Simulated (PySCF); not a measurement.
C₂H₃Cl₂FSi, SMILES F/C(=C/Cl)[SiH2]Cl.

Coordinates come from a B3LYP-D3(BJ)/def2-SVP optimisation. The structure was generated by enumeration; whether it is a known compound was not checked. Other conformers were not sampled.

Computed with PySCF with PBE/def2-TZVP.

- total energy = -1387.16095 hartree
- highest occupied level = -6.44 eV
- lowest empty level = -2.28 eV
- orbital gap = 4.16 eV
- dipole moment = 1.19 D
- quadrupole, principal values (traceless, Buckingham form, about the centre of nuclear charge) = -3.01, -1.87, 4.89 D·Å
- mean static polarisability = 74.9 bohr³ (11.10 Å³)
- polarisability, principal values = 59.9, 74.7, 90.0 bohr³
